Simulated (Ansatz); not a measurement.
C2H4BCl (`ClC1BC1`). Total charge 0; spin multiplicity 1.

```xyz
8

Cl    0.635    2.095    0.305
C     0.661    0.334    0.245
B    -0.577   -0.386    0.777
C    -0.289   -0.382   -0.718
H     1.670   -0.056    0.303
H    -1.315   -0.574    1.681
H     0.155   -1.233   -1.228
H    -0.940    0.202   -1.365
```

**Question.** What are the harmonic wavenumbers in cm⁻¹ at PBE0-D4/def2-TZVP (Ansatz, finite differences of forces, unscaled)? (An estimate is asked.)

**Answer.** The calculation gave: 140, 283, 458, 653, 668, 789, 894, 946, 972, 1009, 1070, 1189, 1273, 1387, 2751, 3120, 3186, 3198.

**Question.** Is this a minimum?

**Answer.** Yes, all 18 modes are real.

**Question.** Give the ideal-gas thermochemistry at 298.15 K and 1 bar (rigid rotor, harmonic oscillator; point group C1, symmetry number 1).

**Answer.** Zero-point energy 143.5 kJ/mol; H(298) − E = 158.5 kJ/mol; entropy 293.5 J/(mol·K), of which translation 162.6, rotation 103.1, vibration 27.8; G(298) − E = 71.0 kJ/mol.

**Question.** And at 400, 500, 600, 800 and 1000 K?

**Answer.** 
| T (K) | H − E (kJ/mol) | S (J/mol/K) | G − E (kJ/mol) |
| --- | --- | --- | --- |
| 400 | 167.0 | 318.0 | 39.8 |
| 500 | 177.0 | 340.2 | 6.9 |
| 600 | 188.2 | 360.5 | -28.1 |
| 800 | 213.2 | 396.4 | -103.9 |
| 1000 | 240.8 | 427.1 | -186.4 |
